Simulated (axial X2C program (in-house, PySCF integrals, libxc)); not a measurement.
# Low determinants of RbSe at the PBE0 level, scalar-relativistic

All values were computed with an in-house all-electron X2C program for linear molecules (integrals from PySCF). Spin-free means the one-electron spin-free X2C Hamiltonian. Basis: Rb dyall-v3z [12s13p8d2f], Se dyall-v3z [8s9p6d1f] (cores contracted in-house); Gaussian nuclei, density fitting, unrestricted open shells. Masses: Rb 84.912 u, Se 79.917 u.

Search at 3.090 Å (vertical energies from the lowest determinant):

```tsv
ΔE (eV)	state	electrons beyond evenly filled partner blocks	electrons in σ, π, δ, φ
0.00	M_S = 1/2, Λ = 1	π+α, π+β, π-α	32 31 8 0
0.25	M_S = 1/2, Λ = 0	σα	31 32 8 0
2.67	M_S = 3/2, Λ = 0	σα, π+α, π-α	33 30 8 0
2.71	M_S = 1/2, Λ = 0	σβ, π+α, π-α	33 30 8 0
2.88	M_S = 3/2, Λ = 1	2 × σα, π+α, π+β, π-α	32 31 8 0
3.27	M_S = 1/2, Λ = 1	2 × σα, π+α, π+β, π-β	32 31 8 0
```

Lowest determinant, M_S = 1/2, Λ = 1 (beyond evenly filled blocks: π+α, π+β, π-α): Re = 3.063 Å, ωe = 151.8 cm⁻¹.

The determinant in row 2 of the search, M_S = 1/2, Λ = 0 (beyond evenly filled blocks: σα), was followed along the bond at PBE0; measured from the minimum of the lowest determinant it gives:

Te = 0.192 eV (1549 cm⁻¹), Re = 2.898 Å, ωe = 155.1 cm⁻¹.

(1) Compare the bond of the determinant in row 2 with that of the lowest one.

The search compares states at one distance, so a state with another bond length can lie lower; it is not exhaustive and yields mostly the lowest determinant of each block pattern, so other components and higher states of one pattern are missing. These are energies of single determinants, not of spin-adapted states; PBE0 term energies can be off by some tenths of an eV, and the functional has no current term. The lowest determinant need not be the ground state where others lie within half an eV.

Results:

(1) At PBE0 its Re is 0.165 Å shorter and its force constant, which goes as ωe², is 1.04 times that of the lowest determinant. T0 ≈ Te + Δωe/2 = 1549 + (2) = 1551 cm⁻¹.
